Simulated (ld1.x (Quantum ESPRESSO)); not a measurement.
# Before and after: TM potential for S (Z = 16)

* Element: sulfur
* Generator: ld1.x (Quantum ESPRESSO) 7.5
* Type: norm-conserving Troullier–Martins (Kleinman–Bylander form)
* Functional: PBE
* Relativity: scalar-relativistic
* Frozen core: [Ne]
* Valence charge: 6
* Reference configuration: 3s2 3p4
* Partial waves: 3p (bound): rc 1.20 bohr; 3s (bound): rc 1.10 bohr
* Local potential: the s channel
* Core correction: a·sin(br)/r model core inside 0.70 bohr

Change: core correction a·sin(br)/r model core inside 1.30 bohr.

Cutoffs: the cutoffs (Ry, on a coarse ladder) from which the occupation-weighted sum of valence levels, in a spherical-Bessel basis at the reference potential, stays within 10 and 1 mRy of its value at 400 Ry; they do not see the model core or the augmentation charge, which bear on the density cutoff. Errors are all-electron minus pseudo energies relative to the spin-unpolarised reference configuration.

**Question.** How do hardness, ghosts and transferability respond?

**Answer.** The potential gets neither clearly harder nor softer (80 Ry and 160 Ry → 80 Ry and 160 Ry); of the 7 tests that both files solve, the error grows in 1 and shrinks in 4 by more than 15 % and 0.3 meV (median size 4.3 → 3.4 meV); neither file shows a bound ghost. A wider model core is smoother and lowers the density cutoff, which this test does not measure.

| quantity | base | changed |
| --- | --- | --- |
| cutoff, loose | 80 Ry | 80 Ry |
| cutoff, tight | 160 Ry | 160 Ry |
| bound ghosts | none | none |
| error for 3s2 3p3, meV [ΔE 11.77 eV] | +4.3 | +3.4 |
| error for 3s2 3p2, meV [ΔE 34.05 eV] | +28 | +22 |
| error for 3s2 3p1, meV [ΔE 68.09 eV] | +84 | +64 |
| error for 3s1 3p5, meV [ΔE 10.31 eV] | +0.3 | +1.1 |
| error for 3s2 3p3.5, meV [ΔE 4.66 eV] | +0.7 | +0.6 |
| error for 3s2 3p4.3, meV [ΔE -1.71 eV] | +0.3 | +0.3 |
| error for 3s1 3p4, meV [ΔE 22.65 eV] | +8.5 | +6.6 |
| s: phases at 1.29 bohr within 0.05 rad from the reference energy up to (Ry; the scan ends near 5) | 1.9 | 1.9 |
| p: phases at 1.29 bohr within 0.05 rad from the reference energy up to (Ry; the scan ends near 5) | 1.5 | 1.5 |
